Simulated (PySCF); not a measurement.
C₆H₈O.
SMILES: `C/C=C1C=C/1OC`

Torsions of this conformer, `[CH3:1]/[CH:2]=[C:3]1[CH:4]=[C:5]/1[O:6][CH3:7]`: C4–C5–O6–C7 0°.

The closed-shell ground state was solved at several levels (PySCF, density fitting, gas phase, non-relativistic). Isolated species at its PBE0-D3(BJ)/def2-SVP geometry (one conformer only).

```
          level  basis functions  total energy (Eh)  HOMO (eV)  LUMO (eV)  gap (eV)  dipole (D)
B3LYP/def2-SVPD              207          -308.3416      -5.15       0.08      5.23        3.42
  PBE0/pcSseg-1              159          -308.1461      -5.30       0.48      5.78        3.53
    B3LYP/pcJ-1              269          -308.5621      -5.09       0.24      5.33        3.52
```

(1) Estimate the row for CAM-B3LYP/pcSseg-2, a basis of 364 functions; the other rows only guide the guess.

(2) Over all these levels, which gives the widest orbital gap and which the narrowest?

(3) How far do the dipole and the HOMO energy spread over the levels?

## Answers

(1) Total energy -308.5052 Eh, HOMO -6.55 eV, LUMO 1.10 eV, gap 7.65 eV, dipole 3.48 D.

(2) CAM-B3LYP/pcSseg-2 (range-separated hybrid) has the widest, 7.65 eV, and B3LYP/def2-SVPD (global hybrid, 20 % exact exchange) the narrowest, 5.23 eV. Functional and basis both differ between the two, so the spread mixes both effects.

(3) The dipole runs from 3.42 to 3.53 D (mean 3.49 D) and the HOMO from -6.55 to -5.09 eV.
